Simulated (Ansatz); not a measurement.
System: thiophen-2-ylgermane, C4H6GeS (charge 0, singlet). 
Geometry from a B3LYP-D3(BJ)/def2-TZVP (Ansatz, a quantum-chemistry and plane-wave program) optimisation:
```
C
C 1 1.3730
H 2 1.0813 1 122.92
C 2 1.4209 3 123.48 1 -180.00
C 4 1.3652 2 112.45 3 180.00
H 5 1.0778 4 128.19 2 180.00
H 4 1.0805 5 123.52 6 0.00
S 5 1.7170 6 120.55 4 180.00
Ge 1 1.9425 2 126.82 3 0.00
H 9 1.5364 1 106.98 2 0.00
H 9 1.5381 10 109.91 1 -120.21
H 9 1.5381 10 109.91 11 -119.59
```
Charge 0, spin multiplicity 1.

Wanted: vertical ionisation energy (to the doublet state of charge +1; each state is the SCF solution reached for its spin; for the singlet the Hartree-Fock reference is unstable and T1 is 0.013), in eV. Correlated levels leave the core frozen unless marked. Open shells are spin-unrestricted. No spin-orbit coupling. The frozen core is the preceding noble-gas configuration, with the filled d and f shells of earlier blocks. No relativistic terms. CBS marks a two-point X^-3 extrapolation of the correlation energy; Hartree-Fock from the larger set. [CCSD(T)-MP2]/basis is that difference in the basis named.

```csv
level,program,vertical ionisation energy (eV)
HF/def2-SVPD,Ansatz,7.61
```

Q: What does RI-MP2/CBS(def2-TZVPPD,def2-QZVPPD)+[CCSD(T)-MP2]/def2-TZVPPD (Ansatz) give?

A: 8.99 eV
